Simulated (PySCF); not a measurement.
ZrCl₃, SMILES [Cl][Zr]([Cl])[Cl] (connectivity only; charge and spin as stated), neutral, multiplicity 2.

Geometry: r2SCAN-D4/def2-SVP. The multiplicity is an assumed one; other spin states were not compared. The isomer is the one that the SMILES or the coordinates give; other isomers of the formula were not compared. The def2 effective core potentials stand for the cores of Zr; spin–orbit coupling is left out.

Level of theory: TDA-PBE/def2-SVPD (PySCF).

Vertical excitations; the highest root listed may be one member of a degenerate set. Isolated molecule, no solvent.

```tsv
state	energy (eV)	λ (nm)	f	main pairs
root 1	1.16	1071	0.000	α HOMO→LUMO+1 (degenerate set)
root 2	1.16	1070	0.000	α HOMO→LUMO (degenerate set)
root 3	2.38	520	0.003	α HOMO→LUMO+2 (degenerate set)
root 4	2.38	520	0.003	α HOMO→LUMO+3 (degenerate set)
root 5	4.19	296	0.197	α HOMO→LUMO+4 95 %
root 6	4.24	293	0.000	α HOMO→LUMO+5 96 %
root 7	4.59	270	0.000	α HOMO−1→LUMO (degenerate set)
root 8	4.59	270	0.000	α HOMO−1→LUMO+1 (degenerate set)
root 9	4.82	257	0.002	α HOMO−2→LUMO+1, β HOMO−1→LUMO+2 (degenerate set)
root 10	4.82	257	0.002	α HOMO−2→LUMO, β HOMO−1→LUMO+1 (degenerate set)
```
Unrestricted roots are not spin-pure.
